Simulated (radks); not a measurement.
Values are calculated unless marked as measured or tabulated.
O2+, configuration 1s1 2s2 2p3 (not the ground configuration). Code: a radial shooting solver on a logarithmic mesh with Libxc functionals. Model: scalar-relativistic Kohn-Sham, exchange-only PBE, spin-unpolarised, spherical densities, finite nucleus; Fermi nuclear charge, rms radius 2.6991 fm.

Normalised radial functions P(r) = r R(r), r in bohr:

| r | 1s | 2s | 2p |
|---|---|---|---|
| 0.01397 | 0.5600 | 0.1506 | 0.0043 |
| 0.01706 | 0.6669 | 0.1792 | 0.0063 |
| 0.02083 | 0.7900 | 0.2120 | 0.0093 |
| 0.02525 | 0.9235 | 0.2475 | 0.0133 |
| 0.03083 | 1.0781 | 0.2882 | 0.0194 |
| 0.03766 | 1.2462 | 0.3318 | 0.0282 |
| 0.046 | 1.4231 | 0.3768 | 0.0407 |
| 0.05618 | 1.6015 | 0.4202 | 0.0582 |
| 0.06862 | 1.7701 | 0.4578 | 0.0827 |
| 0.08382 | 1.9143 | 0.4839 | 0.1163 |
| 0.1024 | 2.0161 | 0.4907 | 0.1614 |
| 0.125 | 2.0559 | 0.4692 | 0.2208 |
| 0.1527 | 2.0160 | 0.4094 | 0.2966 |
| 0.1865 | 1.8854 | 0.3026 | 0.3903 |
| 0.2278 | 1.6648 | 0.1436 | 0.5009 |
| 0.2761 | 1.3840 | -0.0564 | 0.6191 |
| 0.3372 | 1.0520 | -0.3025 | 0.7468 |
| 0.4118 | 0.7237 | -0.5634 | 0.8668 |
| 0.503 | 0.4416 | -0.8034 | 0.9618 |
| 0.6144 | 0.2330 | -0.9806 | 1.0114 |
| 0.7504 | 0.1031 | -1.0582 | 0.9994 |
| 0.9166 | 0.0369 | -1.0196 | 0.9198 |
| 1.119 | 0.0102 | -0.8762 | 0.7808 |
| 1.367 | 0.0021 | -0.6666 | 0.6043 |
| 1.67 | 0.0003 | -0.4434 | 0.4205 |
| 2.04 | 0.0000 | -0.2529 | 0.2582 |
| 2.491 | 0.0000 | -0.1200 | 0.1359 |
| 3.043 | 0.0000 | -0.0454 | 0.0589 |

1s: eigenvalue -621.52 eV, 0 radial nodes, <r> = 0.192 bohr, 90 % of the charge inside 0.343 bohr. 2s: eigenvalue -62.735 eV, 1 radial node at r = 0.263 bohr, <r> = 0.966 bohr, 90 % of the charge inside 1.52 bohr. 2p: eigenvalue -48.474 eV, 0 radial nodes, <r> = 0.901 bohr, 90 % of the charge inside 1.51 bohr.
